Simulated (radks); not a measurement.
Task: Xe3+, configuration [Kr] 4d9.5 5s1.5 5p4 (fractional occupations, a model configuration). Method: non-relativistic Kohn-Sham, PBE, spin-polarised, spherical densities, point nucleus; open shells are filled with parallel spins first (spin-orbit coupling, left out, can overturn this in heavy ions); relativity is left out, which matters for an element this heavy; computed with a radial shooting solver on a logarithmic mesh with Libxc functionals. Some entries of the table are withheld. Estimate them.

| orbital | occ. | eigenvalue (eV) | <r> (bohr) | <r^2> (bohr^2) |
|---|---|---|---|---|
| 1s up | 1 | -32964.31 | 0.02814 | 0.001059 |
| 1s down | 1 | -32964.18 | 0.02814 | 0.001059 |
| 2s up | 1 | -5032.770 | 0.1210 | 0.01719 |
| 2s down | 1 | -5032.503 | 0.1210 | 0.01719 |
| 2p up | 3 | -4738.315 | 0.1030 | 0.01289 |
| 2p down | 3 | -4738.058 | 0.1030 | 0.01289 |
| 3s up | 1 | -1058.881 | 0.3203 | 0.1171 |
| 3s down | 1 | -1058.672 | 0.3203 | 0.1170 |
| 3p up | 3 | -934.3757 | 0.3106 | 0.1117 |
| 3p down | 3 | -934.1405 | 0.3106 | 0.1116 |
| 3d up | 5 | -702.9292 | 0.2812 | 0.09331 |
| 3d down | 5 | -702.6422 | 0.2811 | 0.09328 |
| 4s up | 1 | -220.7711 | 0.7439 | 0.6242 |
| 4s down | 1 | -219.9356 | 0.7438 | 0.6238 |
| 4p up | 3 | (1) | 0.7737 | 0.6807 |
| 4p down | 3 | (2) | 0.7732 | 0.6795 |
| 4d up | 5 | -100.0736 | 0.8602 | 0.8604 |
| 4d down | 4.5 | -99.1377 | 0.8575 | 0.8540 |
| 5s up | 1 | -50.5932 | 1.784 | 3.554 |
| 5s down | 0.5 | -48.1995 | 1.787 | 3.576 |
| 5p up | 3 | -38.9889 | 1.984 | 4.414 |
| 5p down | 1 | -36.6316 | 2.004 | 4.518 |

Result: 
(1) 4p up eigenvalue (eV): -176.4081
(2) 4p down eigenvalue (eV): -175.5599
